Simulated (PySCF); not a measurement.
Geometry (Å), atoms numbered from 1 in this order:
```xyz
11

O    -2.6169    1.2910   -0.3568
Si   -2.0016   -0.2515   -0.3254
C    -0.1785   -0.2233   -0.0998
C     1.0301   -0.1862    0.0530
C     2.4761   -0.1264    0.2193
F     2.9215   -1.0035    1.1703
H    -2.4282    1.8502    0.4024
H    -2.3365   -0.8488   -1.6418
H    -2.5678   -1.0631    0.7915
H     2.9698   -0.3602   -0.7402
H     2.7702    0.8973    0.5116
```

Geometry: PBE0-D3(BJ)/def2-SVP; GIAO shifts from PySCF 2.14, gas phase, non-relativistic, averaged over equivalent atoms.

At BHandHLYP/pcSseg-2 (293 basis functions, 30 s wall time on 1 thread of an Arm Neoverse V1, shared host):
| atoms | δ (ppm) |
| --- | --- |
| O1 | 23.8 |
| Si2 | -52.0 |
| C4 | 111.6 |
| C3 | 99.3 |
| C5 | 70.4 |
| F6 | -223.5 |
| H10/H11 | 4.85 |
| H8/H9 | 4.75 |
| H7 | 1.02 |

Chemical shifts δ = σref − σ; H2O for ¹⁷O (σref 326.63); TMS for ²⁹Si (σref 345.75), ¹³C (σref 184.26), ¹H (σref 31.45); ¹⁹F (σref 202.02) against CFCl3, all at this level.

Q: What do these become at HF/pcSseg-2?

A: 
```
  atoms  δ at HF/pcSseg-2  change
     O1              15.4    -8.4
    Si2             -51.1    +0.9
     C4             110.2    -1.4
     C3              98.4    -0.9
     C5              64.3    -6.1
     F6            -195.3   +28.2
H10/H11              4.62   -0.23
  H8/H9              4.51   -0.24
     H7              1.39   +0.37
```

References, each an isolated molecule treated in the same way: ¹⁷O (σref 326.33) against H2O; TMS for ²⁹Si (σref 382.96) and ¹³C (σref 191.47) and ¹H (σref 31.68); ¹⁹F (σref 245.28) against CFCl3.

The largest change is at F6 (fluorine on an sp3 carbon). Cost: 293 basis functions, 21 s wall time on 1 thread of an Arm Neoverse V1, shared host. The order of the carbon signals is the same at both levels.

Unscaled 19F shifts against computed CFCl3 carry errors that often reach 10 to 50 ppm. Experimental scales use liquid or dissolved standards, which lie at an offset from isolated H2O (liquid H2O: subtract about 36 ppm).
